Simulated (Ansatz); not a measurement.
The same path of C₄H₉FOSi (16 atoms, charge 0, multiplicity 1) was run twice with different band settings. Lost on the way: C5–O6, C5–H14. Made: O6–H14.

Theory: Ansatz, RHF/6-31G.

Relaxed end points:

```xyz
16
Properties=species:S:1:pos:R:3
C 1.698 0.983 0.514
Si 0.128 0.019 0.043
C 0.601 -1.827 -0.264
F 1.706 -1.819 -1.184
C -1.166 0.723 -1.218
O -2.230 0.565 -0.218
C -1.535 0.229 1.029
H 2.102 0.620 1.454
H 2.457 0.847 -0.247
H 1.495 2.042 0.617
H -0.192 -2.398 -0.722
H 0.939 -2.336 0.627
H -1.058 1.764 -1.492
H -1.396 0.144 -2.099
H -1.582 1.058 1.722
H -1.991 -0.638 1.483
```

```xyz
16
Properties=species:S:1:pos:R:3
C 1.519 1.037 0.414
Si 0.136 -0.085 -0.265
C 0.744 -1.917 -0.196
F 2.024 -1.946 -0.854
C -0.604 0.202 -2.028
O -1.995 1.366 0.178
C -1.494 0.125 0.738
H 1.775 0.754 1.430
H 2.415 0.952 -0.189
H 1.199 2.072 0.420
H 0.098 -2.594 -0.733
H 0.904 -2.284 0.808
H -0.359 1.146 -2.520
H -2.859 1.617 0.485
H -1.338 0.218 1.807
H -2.187 -0.687 0.549
```

Common settings: movable images 7; climbing image yes; spring 5.0 eV/Å²; optimiser quadratic models (default); start path through a guess of the saddle point; end points relaxed.

| run | force threshold | iteration limit |
| --- | --- | --- |
| 1 | 0.05 eV/Å | 54 |
| 2 | 0.5 eV/Å | 60 |

(1) What does each run give, and how far can it be trusted?

Results:

(1) Run 1: converged after 23 iterations, highest image 3.701 eV above the first end. Neighbouring images differ by up to 2.3 eV, so the band resolves the path poorly. A vibrational analysis at the climbing image gives one clearly imaginary mode, 1825i cm⁻¹: a first-order saddle point.
Run 2: converged after 15 iterations, highest image 3.704 eV above the first end. The threshold of 0.5 eV/Å is loose, so the images may lie well off the minimum-energy path. Neighbouring images differ by up to 3.1 eV, so the band resolves the path poorly. The order of the stationary point at the top wasn't checked.
The orbitals stay closed-shell, which can raise the energy where a bond breaks towards radicals; this wasn't checked here. Limits of this set-up: no polarisation functions.
